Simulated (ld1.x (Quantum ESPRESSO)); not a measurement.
## Which setting gave this result? (nickel, ultrasoft)

Base potential:

ld1.x (Quantum ESPRESSO) 7.5 input, shortened:

```
&input
   title='Ni', zed=28., rel=1, dft='PBESOL', iswitch=3,
   config='[Ar] 3d8 4s0 4p0'
 /
 &inputp
   pseudotype=3, tm=.true., lloc=-2, rcloc=1.05,
   nlcc=.false.,
   which_augfun='PSQ', rmatch_augfun=0.80
 /
6
4S  1  0   0.00   0.00  1.65  1.80  0.0
4S  1  0   0.00  -1.25  1.65  1.80  0.0
4P  2  1   0.00   0.00  1.65  2.15  0.0
4P  2  1   0.00   1.80  1.65  2.15  0.0
3D  3  2   8.00   0.00  0.95  1.05  0.0
3D  3  2   0.00  -0.80  0.95  1.05  0.0
 &test
   configts(1)='3d8 4s0 4p0'
 /
```

Cutoffs, loose and tight: the cutoffs (Ry, on a coarse ladder) from which the occupation-weighted sum of valence levels, in a spherical-Bessel basis at the reference potential, stays within 10 and 1 mRy of its value at 400 Ry. They do not see the model core or the augmentation charge, which bear on the density cutoff. Test errors are all-electron minus pseudo excitation energies from the reference, over the configurations 3d8 4s2 4p0; 3d8 4s1 4p0; 3d7 4s0 4p0; 3d8 4s0 4p2; 3d7 4s2 4p1; 3d9 4s1 4p0; 3d7 4s2 4p0; variants that change the core or the reference have their own tests.

Only the scale of all radii (base = 1) is moved (3 further runs of the sweep failed or gave no value and are left out):

| scale of all radii (base = 1) | cutoff, loose | cutoff, tight | bound ghosts | largest test error (meV) |
| --- | --- | --- | --- | --- |
| 0.98 | 140 Ry | 200 Ry | s | test run stopped at test 1 of 7 (negative rho) |
| 1.14 | 80 Ry | 140 Ry | none | test run stopped at test 1 of 7 (negative rho) |
| 1.22 | 70 Ry | 120 Ry | none | +128 |
| 1.29 | 60 Ry | 100 Ry | none | -963 |
| 1.39 | 50 Ry | 90 Ry | none | +168 |

**Question.** One more run gave cutoff, loose: 90 Ry; cutoff, tight: 160 Ry; bound ghosts: none; largest test error (meV): +126. Which value of the scale of all radii (base = 1) was used?

**Answer.** 1.09. The loose cutoff moves one way along this sweep, from 140 Ry at 0.98 to 50 Ry at 1.39, which places the run between 0.98 and 1.14.
